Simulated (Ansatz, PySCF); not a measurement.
C6H8, SMILES C#C[C@H](C)C=C.

Geometry: PBE0-D3(BJ)/def2-SVP. The structure was generated by enumeration; whether it is a known compound was not checked. One conformer was computed; it need not be the lowest.

Vertical ionisation energy (IE) and electron affinity (EA) in eV. Rows of orbital energies are one-electron estimates. Where ΔSCF, EOM or ADC give a negative EA the extra electron is unbound and the value depends on the basis.

```json
[
 {"level": "−ε(HOMO), −ε(LUMO), B3LYP/def2-TZVP (PySCF)", "IE": "7.29", "EA": "0.25"},
 {"level": "−ε(HOMO), −ε(LUMO), PBE/def2-TZVP (PySCF)", "IE": "6.38", "EA": "1.05"},
 {"level": "ΔSCF, CAM-B3LYP/def2-SVPD (Ansatz), final states of multiplicity 2 and 2", "IE": "9.73", "EA": "-1.79"},
 {"level": "ΔSCF, PBE/def2-SVPD (Ansatz), final states of multiplicity 2 and 2", "IE": "9.24", "EA": "-1.42"}
]
```

What vertical singlet–triplet gap does ΔSCF give with CAM-B3LYP/def2-SVPD (Ansatz, a first-principles code) and with PBE/def2-SVPD (Ansatz)? (Estimate from the structure and the level; the computed values follow.)

4.40 and 4.44 eV (triplet above singlet where positive).
